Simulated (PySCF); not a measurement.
PBE0-D3(BJ)/def2-TZVP geometry optimisation, gas phase with PySCF 2.14 and geomeTRIC: [CrOF4]-, charge -1, multiplicity 2. Start (model start, shaken):

```
6

Cr    0.0000    0.0045   -0.0041
O    -0.0134   -0.0068    1.5751
F     1.7046    0.0201   -0.3078
F    -1.7130    0.0073   -0.2951
F     0.0016    1.6898   -0.3009
F     0.0104   -1.7239   -0.3073
```

| step | E − E(start) / kcal mol⁻¹ | largest force / Eh bohr⁻¹ |
| --- | --- | --- |
| 0 | 0.00 | 0.12713 |
| 1 | -8.44 | 0.03918 |
| 2 | -10.59 | 0.01553 |
| 3 | -10.94 | 0.01519 |
| 4 | -12.93 | 0.00562 |
| 5 | -13.24 | 0.00588 |
| 6 | -13.20 | 0.01129 |
| 7 | -13.46 | 0.00172 |
| 8 | -13.42 | 0.00229 |
| 9 | -13.47 | 0.00067 |
| 10 | -13.47 | 0.00021 |

The optimisation met its thresholds. End point:

```
6

Cr   -0.0019   -0.0016    0.1498
O    -0.0005   -0.0046    1.6805
F     1.7082   -0.0001   -0.3660
F    -1.7121   -0.0014   -0.3652
F    -0.0025    1.7080   -0.3670
F    -0.0009   -1.7093   -0.3720
```

Metal–donor distances, start → end: O2 1.579 → 1.531 Å, F3 1.732 → 1.786 Å, F4 1.738 → 1.786 Å, F5 1.711 → 1.786 Å, F6 1.755 → 1.786 Å.

No frequencies were computed, so the end point may be a saddle point.

The job took 11 min on one thread of Intel Xeon Processor @ 2.50GHz (shared host), with 200 basis functions and a peak of 0.77 GiB, launched as `OMP_NUM_THREADS=1 python lf_run.py task.json out`.
